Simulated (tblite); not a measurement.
OV, quartet, geometry from GFN2-xTB (such geometries of metal compounds can be far from the true shape); GFN1-xTB (tblite).

Input for tblite:
```
$ tblite run mol.xyz --method gfn1 --charge 0 --spin 3 --etemp 2000 --json tblite.json --no-restart

# file mol.xyz
2

V     -0.00000000    -0.00000000    -0.39310740
O      0.00000000     0.00000000     1.13018377
```

What the program printed (banner, timings and long lists left out):

```
xTB calculator
 | screened Coulomb repulsion
 | Coulomb electrostatics
 |  * isotropic Klopman-Ohno-Mataga-Nishimoto electrostatics
 |  * onsite third-order electrostatics
 | DFT-D3(BJ) dispersion correction

halogen bonding energy    0.0000000000000E+00 Eh
repulsion energy          3.2343949032694E-02 Eh
dispersion energy        -2.3257792248291E-04 Eh
number of electrons       1.1000000000000E+01 e
integral cutoff           3.8389275533346E+01 bohr

------------------------------------------------------------
  cycle        total energy    energy error   density error
------------------------------------------------------------
      1     -4.875422917758  -4.9075343E+00   1.0838020E+00
      2     -2.317988718219   2.5574342E+00   2.1305245E+00
      3     -5.547316076555  -3.2293274E+00   7.3874128E-01
      4     -5.996726430834  -4.4941035E-01   3.2555700E-01
      5     -5.392948062791   6.0377837E-01   6.9467890E-01
      6     -5.994592657074  -6.0164459E-01   1.6686344E-01
      7     -6.002801169592  -8.2085125E-03   1.2209950E-01
      8     -6.013268594597  -1.0467425E-02   2.0691737E-02
      9     -6.013151446507   1.1714809E-04   2.2202666E-02
     10     -6.013277269211  -1.2582270E-04   4.7868665E-03
     11     -6.013284068332  -6.7991212E-06   7.9817684E-04
     12     -6.013284357498  -2.8916639E-07   1.1763596E-05
------------------------------------------------------------

electronic energy        -6.0453957286086E+00 Eh
total energy             -6.0132843574984E+00 Eh

Post processing:
 | Mayer-Wiberg bond orders

[Info] JSON dump of results written to 'tblite.json'
```
